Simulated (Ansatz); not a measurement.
A thermochemical cycle in electronic energies (no zero-point or thermal terms), species as SMILES, kcal/mol. Each molecule is optimised on its own at B3LYP-D3(BJ)/def2-TZVP (Ansatz, an electronic-structure program), one conformer each, not searched for the lowest. Cores are frozen in the correlated levels unless marked. Open shells are spin-unrestricted. No spin-orbit coupling. The frozen core is the preceding noble-gas configuration, with the filled d and f shells of earlier blocks. Non-relativistic. CBS marks a two-point X^-3 extrapolation of the correlation energy; Hartree-Fock from the larger set. Anions need diffuse functions, of which def2-TZVPD holds fewer than the aug- sets.

| step | CCSD(T)/CBS(aug-cc-pVTZ,aug-cc-pVQZ) (Ansatz) | r2SCAN-D4/def2-TZVPD (Ansatz + dftd4) |
|---|---|---|
| bond energy D: OB(O)Br → [O]B(O)Br + H atom | 124.6 | 115.0 |
| electron affinity EA, positive where the anion is bound: [O]B(O)Br + e- → [O-]B(O)Br | 91.0 | 81.1 |
| ionisation of the H atom at the same level, IE | 313.7 | 313.7 |

### Question
Find the deprotonation energy A: OB(O)Br [bromoboronic acid] → [O-]B(O)Br + H+.

### Answer
Breaking the bond, ionising the H atom and attaching the electron to the radical add up to the deprotonation, A = D + IE - EA. At CCSD(T)/CBS(aug-cc-pVTZ,aug-cc-pVQZ): A = D + IE - EA = 124.6 + 313.7 - 91.0 = 347.3. At r2SCAN-D4/def2-TZVPD: A = D + IE - EA = 115.0 + 313.7 - 81.1 = 347.6. The functional differs from the first level by -9.6 in D, -9.9 in EA and +0.3 in A; for EA and A the gap mixes functional and basis.
